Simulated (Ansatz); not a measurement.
Computed with Ansatz on PBE0-D4/def2-TZVP structures; ΔE is electronic, products minus reactants. CCSD(T)/CBS is the MP2 limit (def2-TZVPP, def2-QZVPP) plus CCSD(T) − MP2 in def2-TZVPP, frozen cores. This one scheme is used for every species. Functionals use def2-TZVPP. Each species was taken in one conformer, which may not be the lowest.

Reaction (hydrogenolysis of the Si–F bond): `[CH3][AlH][SiH2]F` + H₂ → `[CH3][AlH][SiH3]` + H–F

`[CH3][AlH][SiH2]F`:

Cartesian coordinates in Å:
```
C 1.273 -0.416 1.385
Al 0.417 0.802 0.125
Si -1.391 0.006 -1.361
F -1.688 -1.564 -1.115
H 1.681 -1.288 0.863
H 0.538 -0.806 2.097
H 2.081 0.051 1.954
H 0.840 2.333 0.009
H -2.683 0.724 -1.147
H -1.067 0.159 -2.810
```

H₂:

Cartesian coordinates in Å:
```
H -0.204 0.312 0.006
H 0.204 -0.312 -0.006
```

`[CH3][AlH][SiH3]`:

```xyz
10

C    -1.014   -1.273   -0.994
Al   -0.581    0.535   -0.395
Si    1.286    0.926    1.160
H    -0.986   -1.331   -2.088
H    -0.345   -2.040   -0.598
H    -2.037   -1.534   -0.700
H    -1.460    1.753   -0.924
H     2.571    0.423    0.588
H     1.075    0.182    2.437
H     1.493    2.359    1.514
```

H–F:

Cartesian coordinates in Å:
```
F -0.319 0.186 0.275
H 0.319 -0.186 -0.275
```

```json
{"level": "r2SCAN", "ΔE (kJ/mol)": "98.9"}
{"level": "PBE0", "ΔE (kJ/mol)": "85.5"}
```

Task: What does CCSD(T)/CBS give? (An estimate is asked.)

Result: The calculation gave: +93.8 kJ/mol. The listed levels differ from it by 5.1, -8.3 kJ/mol.

Largest T1 diagnostic among the species: 0.011.

Leaving LDA and LC-ωPBE aside and taking each functional with its dispersion term where it has one, the values, not all of them listed here, spread over 15.5 kJ/mol, from HSE06-D4 to BLYP-D4. From r2SCAN to r2SCAN0 (25 % exact exchange), in def2-TZVPP and without D4, ΔE moves by −4.5 kJ/mol. At CCSD(T), def2-SVP lies −18.0 kJ/mol from the extrapolated value and def2-TZVPP −3.5 kJ/mol.
